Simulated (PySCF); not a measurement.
Computed shifts of a molecule C6H5Cl, B3LYP/pcSseg-1 in PySCF, GIAO, gas phase, equivalent atoms averaged, in ppm (number of nuclei): ¹³C: 153.7 (1), 140.0 (2), 139.9 (2), 136.4 (1). ¹H: 7.80 (2), 7.75 (2), 7.66 (1). References: ³⁵Cl against HCl (σ = 933.3 ppm); ¹³C against TMS (σ = 181.3 ppm); ¹H against TMS (σ = 31.68 ppm), references at their B3LYP-D3(BJ)/def2-TZVP geometries, non-relativistic (without spin–orbit terms, shifts of atoms bonded to Cl or Br come out too high). The structure is a stationary point at PBE-D3(BJ)/def2-SVP. The values are those of a single conformer.

Q: Identify the compound among the candidates.
(A) Clc1ccccc1
(B) C#C/C=C(\Cl)C=C
(C) CC#CC=C=CCl
(D) C=C=C(Cl)C#CC

A: A, Clc1ccccc1
